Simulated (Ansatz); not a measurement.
Consider the substitution at a C–Zn bond: `O[CH2][Zn][F]` + H₂S → `OCS` + `[F][ZnH]`.

Gas-phase electronic energies from Ansatz, PBE0-D4/def2-TZVP geometries. CBS: MP2 limit from def2 TZ/QZ plus the TZ coupled-cluster correction, frozen cores. This one scheme is used for every species. DFT in def2-TZVPP. HSE06 is defined as in plane-wave codes. For Zn outer-core shells are correlated without core-valence functions, which leaves a few kJ/mol of doubt a bond. Scalar relativity is left out up to krypton. One conformer a species, not always the lowest.

```json
{"level": "PBE-D4", "ΔE (kJ/mol)": "11.1"}
{"level": "HSE06", "ΔE (kJ/mol)": "6.7"}
{"level": "LC-ωPBE", "ΔE (kJ/mol)": "5.5"}
{"level": "CCSD/CBS(def2)", "ΔE (kJ/mol)": "8.1"}
```

Question: What does CCSD(T)/CBS give? (Best estimate.)

Answer: Computed: +8.7 kJ/mol. The listed levels differ from it by 2.4, -2.0, -3.2, -0.6 kJ/mol.

Largest T1 diagnostic among the species: 0.018.

At CCSD(T), def2-SVP lies −3.2 kJ/mol from the extrapolated value and def2-TZVPP −2.1 kJ/mol. From BLYP to BHLYP (50 % exact exchange), in def2-TZVPP and without D4, ΔE moves by −12.6 kJ/mol.
